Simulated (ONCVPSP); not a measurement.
# Configuration tests for O (ONCV)

O (Z = 8), optimised norm-conserving Vanderbilt (ONCV), made with ONCVPSP 4.0.1 (PBE, scalar-relativistic). Core [He], reference 2s1.5 2p4.5. Waves: 2s: rc 0.60 bohr, ncon 4, nbas 7, qcut 9.9 1/bohr, 2 projectors, debl 3.4 Ha; 2p: rc 1.65 bohr, ncon 5, nbas 8, qcut 9.9 1/bohr, 2 projectors, debl 1.5 Ha. Local part: polynomial inside 0.45 bohr (lpopt 1, dvloc0 2 Ha). Core correction: none.

Energies are relative to the spin-unpolarised reference configuration 2s1.5 2p4.5; without spin polarisation the order of configurations can differ from experiment.

```json
{"valence configuration": "2s2 2p4", "charge": "0", "ΔE all-electron (eV)": "-7.470", "error AE − PS (meV)": "+1.8"}
{"valence configuration": "2s2 2p3", "charge": "+1", "ΔE all-electron (eV)": "8.960", "error AE − PS (meV)": "+50"}
```

(1) What are ΔE and the potential's error for 2s2 2p1?

(2) What are ΔE and the potential's error for 2s2 2p2?

Note: ghosts flagged at negative energy: s at -394.4 eV; no localised positive-energy state flagged. A true bound ghost makes a file unfit for plane-wave use.

Answers

(1) ΔE = 96.415 eV all-electron; the error (AE − PS) is +895 meV.

(2) ΔE = 42.546 eV all-electron; the error (AE − PS) is +264 meV.
